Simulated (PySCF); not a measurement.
The numbers below are computed, except where a source is named.
BF3

BF3 is a small molecule, neutral, singlet. The structure was relaxed in the gas phase by PBE0-D3(BJ)/def2-SVP. No frequency run checks that it is a minimum.

SMILES: FB(F)F

```xyz
4

F    -0.049    1.299   -0.078
B     0.005   -0.007    0.001
F    -0.951   -0.736   -0.522
F     1.014   -0.586    0.604
```
(Å; atoms numbered from 1)

Shieldings: GIAO PBE0/pcSseg-2.  Core levels by delta-SCF with SCAN, pcX-2 on the ionised atom and pcseg-1 elsewhere, spin-free X2C; from the vacuum level, for chosen atoms.

Question: Give the NMR and core-level values of the distinct atoms.

Answer: 
```csv
atoms,bonded to,σ (ppm),δ (ppm),core level (eV)
F1 F3 F4,1 B,306.6,-,1s 694.73
B2,3 F,89.1,-,1s 202.37
```

Values are those of this one static structure; atoms that internal rotation interchanges would show their mean in an NMR spectrum.

Question: By CAM-B3LYP/def2-SVPD (TDDFT singlets, Tamm-Dancoff triplets, ionisation by delta-SCF), where does absorption start, and what does vertical ionisation take?

Answer: The lowest singlet lies at 10.80 eV (f 0.000), the lowest triplet at 10.54 eV; vertical ionisation takes 15.74 eV.
